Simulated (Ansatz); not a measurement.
Isolated molecules relaxed with PBE0-D4/def2-TZVP in Ansatz; ΔE leaves out vibrations. CCSD(T)/CBS is the MP2 limit (def2-TZVPP, def2-QZVPP) plus CCSD(T) − MP2 in def2-TZVPP, frozen cores. This one scheme is used for every species. DFT in def2-TZVPP. B3LYP here is the variant with VWN-RPA as its local correlation; programs differ in this. One conformer a species, not always the lowest.

`NB[SiH2][SiH3]` + CH₃OH → `CO[SiH2][SiH3]` + `BN`  (cleavage of the Si–B bond)

```csv
level,ΔE (kcal/mol),difference from CCSD(T)/CBS
PBE-D4,-17.3,4.6
r2SCAN-D4,-20.9,1.0
PBE0-D4,-18.6,3.3
B3LYP-D4,-22.8,-0.9
ωB97X-V,-22.1,-0.2
ωB97M-V,-22.7,-0.8
B2PLYP,-23.5,-1.6
PBE,-17.3,4.6
r2SCAN,-20.9,1.0
PBE0,-18.7,3.2
B3LYP,-22.8,-0.9
HF/def2-TZVPP,-27.8,-5.9
MP2/def2-TZVPP,-23.4,-1.5
SCS-MP2/def2-TZVPP,-24.4,-2.5
CCSD/def2-TZVPP,-22.6,-0.7
CCSD(T)/def2-TZVPP,-21.9,0.0
HF/def2-QZVPP,-28.2,-6.3
MP2/def2-QZVPP,-23.6,-1.7
SCS-MP2/def2-QZVPP,-24.6,-2.7
HF/CBS(def2),-28.2,-6.3
MP2/CBS(def2),-23.5,-1.6
CCSD/CBS(def2),-22.7,-0.8
CCSD(T)/CBS,-21.9,0
```

Largest T1 diagnostic among the species: 0.014.

In def2-TZVPP, CCSD(T) changes the Hartree–Fock value by +5.9 kcal/mol (the triples alone add +0.8 kcal/mol) and MP2 by +4.3 kcal/mol. From PBE to PBE0 (25 % exact exchange), in def2-TZVPP and without D4, ΔE moves by −1.3 kcal/mol.
